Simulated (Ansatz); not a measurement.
Total energies of BeBr₂ (the lowest singlet isomer of a short search) from Ansatz at PBE0-D4/def2-TZVP, gas phase (1 Eh = 27.2114 eV = 2625.5 kJ/mol). The reference geometry is relaxed at PBE-D4/def2-TZVP.

```xyz
3

Be    0.000    0.000    0.000
Br    0.223    0.452   -1.894
Br   -0.223   -0.452    1.894
```

```json
{"state": "charge 0 singlet", "geometry": "reference", "energy (Eh)": "-5162.57430"}
{"state": "charge 1 doublet", "geometry": "reference", "energy (Eh)": "-5162.17071"}
{"state": "charge 1 doublet", "geometry": "relaxed at PBE-D4/def2-TZVP", "energy (Eh)": "-5162.17084"}
{"state": "charge 0 triplet", "geometry": "relaxed at PBE-D4/def2-TZVP", "energy (Eh)": "-5162.42561"}
{"state": "charge 0 quintet", "geometry": "relaxed at PBE-D4/def2-TZVP", "energy (Eh)": "-5162.19709"}
{"state": "free Be atom (singlet)", "geometry": "–", "energy (Eh)": "-14.63549"}
{"state": "free Br atom (doublet)", "geometry": "–", "energy (Eh)": "-2573.81189"}
```

(1) Work out the vertical ionisation energy to the doublet.

(2) How much does the charge 1 doublet relax, and what is the adiabatic ionisation energy?

(3) Which of the charge 0 states is lowest, and how far above it are the others?

(4) What is the binding energy per atom against free atoms?

(1) E(charge 1 doublet) − E(charge 0 singlet) = -5162.17071 − (-5162.57430) = 0.40359 Eh = 10.98 eV. For comparison, −ε of the highest occupied level is 8.85 eV at this level, 2.13 eV less.

(2) Relaxation: -5162.17071 − (-5162.17084) = 0.00013 Eh = 0.00 eV. Adiabatic ionisation energy: 0.40346 Eh = 10.98 eV, without zero-point energy. 

(3) The singlet. triplet: -5162.42561 − (-5162.57430) = 0.14869 Eh = 390.4 kJ/mol; quintet: -5162.19709 − (-5162.57430) = 0.37721 Eh = 990.4 kJ/mol.

(4) Atoms: 1 × (-14.63549) + 2 × (-2573.81189) = -5162.25927 Eh. Binding: -5162.25927 − (-5162.57430) = 0.31503 Eh = 8.57 eV, or 2.86 eV for each of 3 atoms (no zero-point energy, no counterpoise term).

The structure comes from a short search, and lower isomers may exist.
